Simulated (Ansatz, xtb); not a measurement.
## Two isomers of C3H4ClGeNO

Structure I: `Clc1n[c]([GeH3])co1`, a singlet. Structure II: `Clc1co[c]([GeH3])n1`, a singlet. Both are isolated molecules in the gas phase, relaxed with B3LYP/def2-SVP.

Task: Which of the two would you expect CCSD(T)/def2-SVP + ΔMP2/def2-TZVPP electronic energies to favour?

Result: Too close to call at this level: CCSD(T)/def2-SVP + ΔMP2/def2-TZVPP gives E(II) − E(I) = −0.02 kcal/mol.

The same difference at several levels:

```tsv
level	geometry	E(II) − E(I) (kcal/mol)	departure from the last row (kcal/mol)	job, with rough time for the two
GFN2-xTB	GFN2-xTB	−2.99	−2.97	optimisation, 0.73 s
HF/STO-3G	GFN2-xTB	−3.97	−3.95	single point, 4.2 s
r2SCAN-D4/def2-SVP	GFN2-xTB	−0.92	−0.90	single point, 15 s
B3LYP/def2-SVP	B3LYP/def2-SVP	−0.46	−0.43	optimisation, 6 min
HF/def2-SVP	B3LYP/def2-SVP	+0.61	+0.63	part of the CCSD(T) run
MP2/def2-SVP	B3LYP/def2-SVP	+0.39	+0.41	part of the CCSD(T) run
CCSD(T)/def2-SVP	B3LYP/def2-SVP	+0.31	+0.33	single point
CCSD(T)/def2-SVP + ΔMP2/def2-TZVPP	B3LYP/def2-SVP	−0.02		single point, 4.5 min
```

As drawn, both hold the same kinds of bond in the same numbers.

The largest departure from CCSD(T)/def2-SVP + ΔMP2/def2-TZVPP is that of HF/STO-3G, 3.95 kcal/mol. The last row adds to CCSD(T) the change of the MP2 difference between the two basis sets, here −0.33 kcal/mol.

With thermal terms from frequencies at re-optimised GFN2-xTB minima (ideal gas, soft modes damped towards free rotors, one conformer each, 298.15 K, 1 atm): on the last row, ΔE + ΔZPE = +0.01, ΔH = +0.05, ΔG = −0.04 kcal/mol.

The correlated steps freeze 19 core orbitals; the filled d shell of Ge is correlated, in a basis made for valence electrons. Programs: Ansatz 0.2.0, xtb 6.7.1; the last row on 2 threads of Intel(R) Xeon(R) Processor @ 2.50GHz (Skylake/Cascade Lake) on a shared host.
